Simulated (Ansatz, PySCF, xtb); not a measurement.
Reaction R1 + R2 → P1 + P2, each structure at its B3LYP-D3(BJ)/def2-TZVP stationary point, reached from a drawn start (curvature not checked).
R1, SiH4 (SMILES [SiH4]) (charge 0, multiplicity 1):
```xyz
5

Si     0.00000    -0.00002     0.00000
H     -0.16918     1.22342    -0.81594
H     -0.74394     0.14788     1.27117
H      1.43702    -0.20474     0.29024
H     -0.52390    -1.16663    -0.74546
```
P1, Si2H6 (SMILES [SiH3][SiH3]) (charge 0, multiplicity 1, Z-matrix in Å and degrees):
```
Si
H 1 1.4832
H 1 1.4832 2 108.64
H 1 1.4832 2 108.64 3 118.01
Si 1 2.3445 2 110.29 3 -121.00
H 5 1.4832 1 110.29 2 180.00
H 5 1.4832 6 108.64 1 -121.00
H 5 1.4832 6 108.64 7 -118.01
```
R2, ClH3Si (SMILES [SiH3]Cl) (charge 0, multiplicity 1, Z-matrix in Å and degrees):
```
Si
H 1 1.4758
H 1 1.4758 2 110.45
H 1 1.4758 2 110.45 3 -122.47
Cl 1 2.0663 2 108.48 3 118.77
```
P2: HCl (SMILES Cl), charge 0, multiplicity 1.

| level | reaction energy (kcal/mol) | minus CCSD(T)/CBS(cc-pV(T+d)Z, cc-pV(Q+d)Z) |
|---|---|---|
| GFN1-xTB | 61.96 | 39.86 |
| GFN2-xTB | 42.61 | 20.52 |
| HF/cc-pV(D+d)Z | 24.27 | 2.17 |
| HF/cc-pV(T+d)Z | 26.38 | 4.28 |
| SVWN5/def2-TZVPP | 17.20 | -4.89 |
| PBE/def2-TZVPP | 18.24 | -3.86 |
| PBE-D3(BJ)/def2-TZVPP | 17.86 | -4.23 |
| PBE-D4/def2-TZVPP | 17.82 | -4.28 |
| BLYP/def2-TZVPP | 21.39 | -0.71 |
| BLYP-D3(BJ)/def2-TZVPP | 20.56 | -1.54 |
| revPBE/def2-TZVPP | 18.49 | -3.60 |
| revPBE-D3(BJ)/def2-TZVPP | 17.89 | -4.20 |
| r2SCAN/def2-TZVPP | 20.98 | -1.11 |
| r2SCAN-D4/def2-TZVPP | 20.85 | -1.25 |
| B97M-V/def2-TZVPP | 20.45 | -1.65 |
| B3LYP/def2-TZVPP | 22.15 | 0.05 |
| B3LYP-D3(BJ)/def2-TZVPP | 21.43 | -0.67 |
| PBE0/def2-TZVPP | 19.48 | -2.61 |
| BHLYP/def2-TZVPP | 23.91 | 1.81 |
| BHLYP-D4/def2-TZVPP | 23.20 | 1.10 |
| M06-2X/def2-TZVPP | 23.55 | 1.46 |
| CAM-B3LYP/def2-TZVPP | 22.69 | 0.59 |
| CAM-B3LYP-D4/def2-TZVPP | 22.26 | 0.16 |
| wB97X-V/def2-TZVPP | 21.60 | -0.49 |
| wB97M-V/def2-TZVPP | 22.88 | 0.78 |
| B2PLYP/def2-TZVPP | 22.83 | 0.73 |
| B2PLYP-D3(BJ)/def2-TZVPP | 22.38 | 0.29 |
| B2PLYP-D4/def2-TZVPP | 22.52 | 0.42 |
| MP2/cc-pV(D+d)Z | 21.58 | -0.52 |
| MP2/cc-pV(T+d)Z | 23.35 | 1.25 |
| MP2/cc-pV(Q+d)Z | 24.00 | 1.90 |
| MP2/CBS(cc-pV(T+d)Z, cc-pV(Q+d)Z) | 24.27 | 2.17 |
| SCS-MP2/cc-pV(T+d)Z | 23.81 | 1.71 |
| SCS-MP2/cc-pV(Q+d)Z | 24.44 | 2.35 |
| CCSD/cc-pV(D+d)Z | 19.97 | -2.13 |
| CCSD/cc-pV(T+d)Z | 21.36 | -0.74 |
| CCSD(T)/cc-pV(D+d)Z | 19.59 | -2.51 |
| CCSD(T)/cc-pV(T+d)Z | 20.88 | -1.22 |
| CCSD(T)/cc-pV(Q+d)Z | 21.70 | -0.39 |
| CCSD(T)/CBS(cc-pV(T+d)Z, cc-pV(Q+d)Z) | 22.10 | 0.00 |

 The comparison column counts from a level with limits of its own.

P less R. No zero-point or thermal terms.

Frozen-core correlation throughout. CBS: X⁻³ extrapolation of the correlation energy, Hartree–Fock from the larger set.

Codes used: Ansatz (a first-principles code); PySCF for M06-2X and the D3/D4 terms; xtb for the GFN methods. All values are computed, each at the level named.
